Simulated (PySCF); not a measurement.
Input file for PySCF: R-B3LYP/6-31G* on N2 (SMILES N#N) with ghost functions, monomers drawn apart or pushed together.

```python
from pyscf import gto, scf, dft, mp
from pyscf.data.elements import chemcore

mol = gto.M(
    atom='''
    N     0.11639382   -0.10862105    3.84463771
    N     0.02212670   -0.14547447    2.75899552
    ghost-O   -0.13957094    0.04763929   -0.29292109
    ghost-H   -0.19305451    0.01711521    0.66818321
    ghost-H    0.40526958   -0.70618005   -0.54001064
    ''',
    basis='6-31g*',
    cart=True,
    charge=0, spin=0, verbose=3, max_memory=1800)
mf = dft.RKS(mol, xc='b3lyp')
mf.conv_tol = 1e-8
mf.max_cycle = 100
mf.kernel()
if not mf.converged:
    mf = mf.newton().run(mf.mo_coeff, mf.mo_occ)
```

The log:

```
converged SCF energy = -109.524177901995
```

The calculation finished and met its thresholds.

Cost: very roughly 1.1 core-seconds.
